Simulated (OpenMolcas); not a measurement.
# As⁺: thermal populations, the spin-orbit constant, worked from levels

```yaml
Program: OpenMolcas 26.06
Basis: ANO-RCC-VQZP [7s6p4d2f1g]
Scalar_Hamiltonian: DKH2, point nucleus
Active_space: 4 electrons in 4 orbitals (4s 4p)
State_averaging: 2S+1 = 3 even, 3 roots; 2S+1 = 1 even, 6 roots; 2S+1 = 5 odd, 1 root; 2S+1 = 3 odd, 9 roots; 2S+1 = 1 odd, 8 roots
Spin-orbit_coupling: RASSI with atomic mean-field integrals over the reference wave functions, term energies averaged over their components
```

Methods: CASSCF; SS-CASPT2, IPEA 0.25 Eh, imaginary shift 0.1 Eh (closed shells correlated: 3d). Measured levels: NIST Handbook of Basic Atomic Spectroscopic Data.

**Thermal populations.** Z = Σ (2J + 1) exp(-E/kT) with k = 0.695035 cm-1/K, over the levels below. No other level of either list lies under 78700 cm-1, which is above 7 kT at each temperature.

```json
{"Level": "4s² 4p² ³P₀", "2J + 1": "1", "SS-CASPT2": "0.0", "measured": "0.0"}
{"Level": "4s² 4p² ³P₁", "2J + 1": "3", "SS-CASPT2": "932", "measured": "1063"}
{"Level": "4s² 4p² ³P₂", "2J + 1": "5", "SS-CASPT2": "2240", "measured": "2541"}
{"Level": "4s² 4p² ¹D₂", "2J + 1": "5", "SS-CASPT2": "9520", "measured": "10096"}
{"Level": "4s² 4p² ¹S₀", "2J + 1": "1", "SS-CASPT2": "21270", "measured": "22599"}
{"Level": "4s 4p³ ⁵S°₂", "2J + 1": "5", "SS-CASPT2": "50620", "measured": "54817"}
{"Level": "4s 4p³ ³D°₂", "2J + 1": "5", "SS-CASPT2": "71350", "measured": "73862"}
{"Level": "4s 4p³ ³D°₁", "2J + 1": "3", "SS-CASPT2": "71370", "measured": "73750"}
{"Level": "4s 4p³ ³D°₃", "2J + 1": "7", "SS-CASPT2": "71470", "measured": "74244"}
```

```
T (K)  Z, SS-CASPT2  Z, measured levels  Ground level (%), SS-CASPT2  Ground level (%), measured levels
 5000         6.244               5.891                         16.0                               17.0
 8000         7.804               7.475                         12.8                               13.4
12000         9.194               8.894                         10.9                               11.2
```

At 12000 K, kT = 8340 cm-1, and the computed levels give Z = 1.000 + 2.683 + 3.822 + 1.597 + 0.078 + 0.012 + 0.001 + 0.001 + 0.001 = 9.194.

**The spin-orbit constant.** For the Hund term ³P of p2, E(J) = (A/2) J(J+1) + constant and ζ = 2S·A = 2A. From J = 0 to J = 2 the energy changes by 3 A.

```json
{"Source": "CASSCF", "E(2) - E(0)": "2273.7", "A": "757.9", "ζ": "1516"}
{"Source": "SS-CASPT2", "E(2) - E(0)": "2239.3", "A": "746.4", "ζ": "1493"}
{"Source": "measured", "E(2) - E(0)": "2541.3", "A": "847.1", "ζ": "1694"}
```

All in cm-1. SS-CASPT2 is off by -11.9 % and CASSCF by -10.5 %. Both methods take the spin-orbit matrix elements from the reference wave functions, so the second can move ζ only through the term energies and any multistate remixing. Second-order mixing with other terms is absorbed into this ζ.

CASPT2 breaks the degeneracy within a term, and the mean is taken; among the terms shown or strongly mixed into the levels shown the widest spread is 310 cm-1 (4s 4p³ ³D°, SS-CASPT2). Over all roots computed the reference weight is 0.85 to 0.98 in SS-CASPT2; the roots of lowest weight are the least certain, and an intruder state may touch them. Terms of s pⁿ other than that of highest spin mix with s² pⁿ⁻² d, which this space lacks; all of them can be thousands of cm-1 off, and some have no real level of that name. Without dynamic correlation excited terms often stand tens of per cent too high (terms of higher spin than the ground term too low), and those without a measured partner can miss by more than the paired ones (holds for CASSCF). Measured partners are found by configuration, term and J. A level has none where our copy of the source lacks it or the pairing is in doubt (some pairs that miss far off the trend of their configuration count as doubtful), and it then counts in no deviation. Only configurations of the active space appear.

° marks odd parity.
